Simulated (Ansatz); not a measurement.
One geometry of the cluster BiB10⁻, several levels of theory.

```yaml
crystal:
  periodic: [false, false, false]
  atoms:
    - {symbol: Bi, position_ang: [3.176965, 0.035991, 0.124523]}
    - {symbol: B, position_ang: [-1.272443, 2.172389, -0.132146]}
    - {symbol: B, position_ang: [-1.959492, -0.827691, -0.046360]}
    - {symbol: B, position_ang: [1.480525, 1.526198, -0.007490]}
    - {symbol: B, position_ang: [-0.175219, 0.867535, -0.041759]}
    - {symbol: B, position_ang: [1.510286, -1.494159, 0.123716]}
    - {symbol: B, position_ang: [-0.157721, -0.873070, 0.028783]}
    - {symbol: B, position_ang: [-1.230475, -2.199364, 0.034406]}
    - {symbol: B, position_ang: [0.326181, -2.519383, 0.111945]}
    - {symbol: B, position_ang: [0.277511, 2.525443, -0.089169]}
    - {symbol: B, position_ang: [-1.976127, 0.786102, -0.106439]}
basis:
  gaussian: {orbitals: def2-TZVPD, initial_orbitals: start.molden}
total_charge: -1
hamiltonian: {xc: r2scan, dispersion: d4}
scf: {omitted_lower_state_checks: [starts]}
output: {orbitals: {seedname: orbitals}}
```

The file start.molden holds the orbitals of an earlier run on this structure, at another level or in another basis.

```sh
$ ansatz run in.yaml --threads 4 --pin off --events-out ev --progress --plain --max-ram 4787MiB
```

It prints (some lines left out):

```
Functional definition: r2SCAN
2023 factors; their error is unknown
mean field evaluation 1: about -12600.5166 eV, gradient 6.6e0 eV
mean field evaluation 2: about -12600.5889 eV, gradient 9.0e-2 eV
mean field evaluation 4: about -12600.5663 eV, gradient 8.1e-4 eV
mean field -12600.56633184 eV, -463.0622717246 hartree, gradient 1.3e-5 eV, S^2 0.000000; 0 other end points of the search recorded, 0 dependent functions left out
reference -12600.56634908 eV, -463.0622723582 hartree; 37, 37 occupied and 389, 389 virtual orbitals, 2023 factors
Total energy: -12600.70832489 eV, -463.0674898727 hartree
Checks for a lower state left out: starts
```

It took 19 s on 4 threads of Arm Neoverse V1 on a shared host, peak host memory 0.84 GiB.

Geometry: PBE-D4/def2-SVPD.

In the def2 sets Bi takes a core potential; there is no spin–orbit coupling. The restricted singlet is unstable towards broken spin symmetry in Hartree–Fock (as tested in another run); at r2SCAN-D4/def2-TZVPD this wasn't settled. Another isomer (singlet) lies 0.63 eV lower at PBE0-D4/def2-TZVPD; other spin states weren't run for this one.
